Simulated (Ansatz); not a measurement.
Geometry optimisation, DFT PBEsol, scalar-relativistic, plane waves, PAW (Ansatz 0.2.0).

Input file:

```yaml
crystal:
  lattice:
    - [5.727565, 0.0, 0.0]
    - [2.863782, 4.960217, 0.0]
    - [0.0, 0.0, 16.676537]
  atoms:
    - { symbol: Al, position: [0.1666667, 0.1666667, 0.0599645] }
    - { symbol: Al, position: [0.6666667, 0.1666667, 0.0599645] }
    - { symbol: Al, position: [0.1666667, 0.6666667, 0.0599645] }
    - { symbol: Al, position: [0.6666667, 0.6666667, 0.0599645] }
    - { symbol: Al, position: [-0.1666667, 0.3333333, 0.2001776] }
    - { symbol: Al, position: [0.3333333, 0.3333333, 0.2001776] }
    - { symbol: Al, position: [-0.1666667, 0.8333333, 0.2001776] }
    - { symbol: Al, position: [0.3333333, 0.8333333, 0.2001776] }
    - { symbol: Al, position: [0.0, 0.0, 0.3403906] }
    - { symbol: Al, position: [0.5, 0.0, 0.3403906] }
    - { symbol: Al, position: [0.0, 0.5, 0.3403906] }
    - { symbol: Al, position: [0.5, 0.5, 0.3403906] }
    - { symbol: Cl, position: [0.6729245, 0.671884, 0.4369335] }
basis:
  ecutwfc: 420.0
kpoints:
  mp_grid: { grid: [3, 3, 1] }
hamiltonian:
  xc: pbesol
scf:
  occupations: { method: gaussian, width: 0.05 }
  lower_state_search: "off"
relax:
  f_tol: 0.03
  max_steps: 60
  adjacent_minimum: "off"
  constraints: [{ sites: [0, 1, 2, 3] }]
```

Command:

```bash
$ ansatz run input.yaml --threads 1 --pin off --max-ram 3072MiB --backend cpu --events-out ev --progress --plain --runs-dir out
```

Q: Where does it end, and by what steps?

A: It converged. Limits of this set-up: coarse k mesh, thin slab, slab without dipole correction, odd electron count without spin. After 5 steps the energy has fallen by 0.576 eV; Al11 moved furthest, 0.16 Å.

```tsv
step	energy less start (eV)	largest force component (eV/Å)	accepted
0	0.0000	2.373	yes
1	-0.4758	1.002	yes
2	-0.5561	0.412	yes
3	-0.5619	0.309	yes
4	-0.5753	0.051	yes
5	-0.5757	0.004	yes
```

```xyz
13
Lattice="5.7276 0.0000 0.0000 2.8638 4.9602 0.0000 0.0000 0.0000 16.6765" Properties=species:S:1:pos:R:3
Al 1.432 0.827 1.000
Al 4.296 0.827 1.000
Al 2.864 3.307 1.000
Al 5.728 3.307 1.000
Al 0.008 1.661 3.317
Al 2.872 1.658 3.218
Al 1.437 4.136 3.321
Al 4.306 4.136 3.317
Al 0.008 0.004 5.548
Al 2.870 0.124 5.577
Al 1.543 2.423 5.578
Al 4.197 2.423 5.574
Cl 5.751 3.320 7.382
```

Whether the end is a true minimum wasn't checked by a vibrational analysis.

Time of the run: 41 s on 1 CPU thread of a shared host.
